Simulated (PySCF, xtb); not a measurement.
CuF, SMILES [F][Cu], multiplicity 1.

GFN2-xTB (xtb) at its own geometry gives an orbital gap of 4.87 eV and a dipole moment of 5.76 D.

Coordinates come from a PBE0-D3(BJ)/def2-TZVPD optimisation. The spin state was assumed, not searched.

**Question.** What does PBE/def2-TZVPD in PySCF give? (An estimate is asked for; the answer gives what the named calculation found.)

**Answer.** gap 1.91 eV (levels -6.05 and -4.14 eV), dipole 4.64 D.
